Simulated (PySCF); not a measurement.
# Mayer bond orders and bond lengths

Species: C7H12OP2.
Numbering: `[CH2:1]=[CH:2][P@@:3]([CH3:4])(=[O:5])[C:6]#[C:7][PH:8][CH2:9][CH3:10]` (hydrogens: H11, H12 on C1; H13 on C2; H14, H15, H16 on C4; H17 on P8; H18, H19 on C9; H20, H21, H22 on C10)

Structure used (GFN2-xTB), in Å, numbered top down from 1:
```
atom  x, y, z in Å
C1    -3.881   -1.276    0.515
C2    -3.103   -0.402   -0.099
P3    -1.644    0.230    0.771
C4    -1.787    2.057    0.731
O5    -1.433   -0.325    2.112
C6    -0.327   -0.101   -0.369
C7     0.643   -0.333   -1.055
P8     1.957   -0.785   -2.142
C9     3.263   -1.103   -0.850
C10    3.442    0.023    0.158
H11   -4.761   -1.703    0.060
H12   -3.642   -1.588    1.520
H13   -3.281   -0.058   -1.107
H14   -2.635    2.340    1.353
H15   -1.922    2.430   -0.280
H16   -0.879    2.475    1.163
H17    2.328    0.549   -2.390
H18    2.991   -2.031   -0.340
H19    4.196   -1.289   -1.391
H20    3.692    0.958   -0.341
H21    2.529    0.171    0.730
H22    4.246   -0.220    0.851
```

Bond orders from the PBE0/pcSseg-1 density (PySCF). Geometry: GFN2-xTB, one conformer, isolated molecule.

**Question.** How far do the computed orders between heavy atoms stray from the drawn ones?

**Answer.** The largest departure is 0.243, at P3–C6 (drawn single, 0.757). Drawn single, order below 0.88: P3–C6 (0.757).

**Question.** Set the Mayer orders of the bonds between heavy atoms beside their lengths.

**Answer.** 
| bond | drawn as | length (Å) | Mayer order |
| --- | --- | --- | --- |
| C1–C2 | double | 1.321 | 1.964 |
| C2–P3 | single | 1.813 | 0.908 |
| P3–C4 | single | 1.833 | 1.023 |
| P3–O5 | double | 1.466 | 1.902 |
| P3–C6 | single | 1.774 | 0.757 |
| C6–C7 | triple | 1.210 | 2.941 |
| C7–P8 | single | 1.765 | 0.895 |
| P8–C9 | single | 1.864 | 0.972 |
| C9–C10 | single | 1.522 | 1.037 |

Bonds between the same two heavy elements. C–C: lowest C9–C10 (1.037, 1.522 Å), highest C6–C7 (2.941, 1.210 Å). C–P: lowest P3–C6 (0.757, 1.774 Å), highest P3–C4 (1.023, 1.833 Å); in 7 of the 10 pairs the longer bond (by over 0.003 Å) has the higher order (by 0.02 or more).

**Question.** And the bonds to hydrogen?

**Answer.** C–H: 0.93 to 0.97 (11 bonds); H–P: 0.94 (1 bond).

**Question.** Sum the orders of all bonds at each heavy atom with more than one neighbour and set the sums beside the valence in the SMILES.

**Answer.** C1 3.854 (drawn 4), C2 3.797 (drawn 4), P3 4.590 (drawn 5), C4 3.846 (drawn 4), C6 3.698 (drawn 4), C7 3.836 (drawn 4), P8 2.809 (drawn 3), C9 3.886 (drawn 4), C10 3.924 (drawn 4). Orders between atoms that aren't bonded are not in these sums.

Mayer orders depend on the basis set.

These values come from a run that also computed NMR shieldings. Hardware: an Arm Neoverse N1 with one thread (shared host). Cost: 90 s wall, 1.1 GiB resident at most.
